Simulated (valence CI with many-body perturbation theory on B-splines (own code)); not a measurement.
The numbers below are computed, except where a source is named.
**Run record, Sr6+**

Level of theory: configuration interaction combined with many-body perturbation theory (CI+MBPT): four valence electrons over a frozen Dirac-Fock core [Ar] 3d10, radial functions for each j: 4 s, 9 p, 3 d, 4 f, 2 g, with the two-electron term Σ2, the three-electron term Σ3, Breit, model QED; selected single and double excitations, second order for the rest, scaled by the run's own slope (own B-spline code, finite nucleus).

Command, and the settings that its task file holds:

```sh
python run_cv.py task.json out
```

```
atom Sr  Z=38  mass_number=88  rms_radius_fm=4.2240
core [Ar] 3d10
valence 4s2 4p2
avg = 1
basis = S
breit = 1
cap = 10000
capref = 1200
cscale = 1
de = 0.0
dress = 0
eps = 2e-08
extrap = 1
h = 0.27
hh = 1
l2 = 3
lcore = 6
maxit = 60
n2 = 5
natural = 1
nlev = 20
nno = [1, 6, 1, 3, 2]
nroot = 26
nsp = [3, 3, 2, 1, 0]
pt2 = 1
qed = 1
rpa = 1
s1 = 0
s2 = 1
s3 = 1
screen = 1
tol = 2e-05
whole = 1
```

It took 33 s on 1 thread of Intel(R) Xeon(R) Platinum 8488C (Sapphire Rapids), on a shared host.

Log. The first blocks belong to the next ion, which gives the ionisation energy. Fields: 2J, parity (1 odd), roots, reference size, generating configurations, candidates as configurations/state functions, variational space P, stored matrix elements, Davidson steps; e2 is the range of second-order energies in hartree. The first line gives the box (bohr), its intervals, the orbitals and the steps of their self-consistent field. Window is the range of levels sought, series limit the energy at which the first omitted orbital would enter, core excitation an estimate of the first excitation out of the core, left out the lowest levels not solved, and shifts from estimates the range by which levels moved from their first estimate, all in cm⁻¹.

```
rmax 13.7 intervals 63 orbitals 40 references ['4s2 4p2', '4s 4p3', '4s2 4p 4d'] scf 7 t 1.4
2J=1 par=1 roots 2 ref 41 generators 11 cand 655/953 P 688/994 nnz 0 it 0
2J=1 par=1 roots 2 ref 41 generators 24 cand 911/1379 P 1599/2373 nnz 0 it 6
   second order: generators 55 cand 2441/3489 e2 -0.00001 -0.00000
reference levels 455, estimated 52, window 285075 1/cm; series limit 611659, core excitation 1036517
2J=0 par=0 roots 3 ref 23 generators 13 cand 594/1029 P 2196/3523 nnz 9.9e+05 it 4
2J=0 par=0 roots 3 ref 23 generators 35 cand 1436/2583 P 3632/6106 nnz 2.1e+06 it 5
   second order: generators 70 cand 13585/26545 e2 -0.00005 -0.00003
2J=2 par=0 roots 2 ref 45 generators 10 cand 384/1007 P 1226/3549 nnz 1.5e+06 it 5
2J=2 par=0 roots 2 ref 45 generators 19 cand 1456/5756 P 2682/9305 nnz 7.4e+06 it 6
   second order: generators 55 cand 13955/69311 e2 -0.00009 -0.00005
2J=4 par=0 roots 3 ref 55 generators 15 cand 362/1017 P 1103/3560 nnz 1.6e+06 it 5
2J=4 par=0 roots 3 ref 55 generators 32 cand 1300/6438 P 2403/9998 nnz 9.2e+06 it 9
   second order: generators 77 cand 16699/112595 e2 -0.00018 -0.00008
2J=4 par=1 roots 9 ref 72 generators 33 cand 218/1025 P 1025/3619 nnz 1.5e+06 it 8
2J=4 par=1 roots 9 ref 72 generators 67 cand 1325/6299 P 2350/9918 nnz 8.5e+06 it 9
   second order: generators 156 cand 23366/145959 e2 -0.00051 -0.00010
2J=2 par=1 roots 7 ref 62 generators 28 cand 248/949 P 1188/3508 nnz 1.3e+06 it 10
2J=2 par=1 roots 7 ref 62 generators 63 cand 1723/6489 P 2911/9997 nnz 7.9e+06 it 10
   second order: generators 143 cand 22095/112208 e2 -0.00029 -0.00007
2J=6 par=1 roots 4 ref 59 generators 20 cand 143/819 P 906/3333 nnz 1.5e+06 it 8
2J=6 par=1 roots 4 ref 59 generators 45 cand 1323/6643 P 2229/9976 nnz 9.5e+06 it 9
   second order: generators 97 cand 17475/130088 e2 -0.00044 -0.00014
2J=0 par=1 roots 3 ref 24 generators 20 cand 707/1086 P 2442/3738 nnz 1e+06 it 5
2J=0 par=1 roots 3 ref 24 generators 41 cand 2433/4135 P 4875/7873 nnz 3.2e+06 it 6
   second order: generators 98 cand 16623/32456 e2 -0.00005 -0.00002
2J=8 par=1 roots 1 ref 36 generators 8 cand 314/1600 P 1093/5123 nnz 3.3e+06 it 4
2J=8 par=1 roots 1 ref 36 generators 18 cand 1287/4889 P 2380/10012 nnz 9.1e+06 it 5
   second order: generators 36 cand 12338/91155 e2 -0.00014 -0.00014
left out: unestimated 413154, estimated 362448, shifts from estimates -15 to 42
operators 2.3
```

The Davidson iterations converged.

Set against measurement, 13 paired levels are off by 1482 cm⁻¹ on average, the worst by 2366. These come from a selection out of Sansonetti, J. Phys. Chem. Ref. Data 41, 013102 (2012). Levels without a partner in it may be off by more.

```
Valence energy                            : -20.50332 hartree
Ionisation energy                         : 104.15 eV (NIST: 104 ± 2 eV (theoretical))
Reference configurations for the orbitals : 4s2 4p2, 4s 4p3, 4s2 4p 4d
Radial orbitals                           : 40
Box radius                                : 13.7 bohr
Largest variational space                 : 10012
Lowest levels                             : 4s²4p² ³P_0 0.0, 4s²4p² ³P_1 6594, 4s²4p² ³P_2 12218, 4s²4p² ¹D_2 27968, 4s²4p² ¹S_0 51386, 4s4p³ ⁵S°_2 127190, 4s4p³ ³D°_1 165880, 4s4p³ ³D°_2 166050, 4s4p³ ³D°_3 168390, 4s4p³ ³P°_0 188500, 4s4p³ ³P°_1 189250, 4s4p³ ³P°_2 190160, 4s4p³ ¹D°_2 210730, 4s4p³ ³S°_1 231320 cm⁻¹
```

Names give the largest LS component (configuration and term), which can be under half, so a name can repeat, a term be missing and a line seem to break the LS rules; names also repeat where a configuration has a term twice.
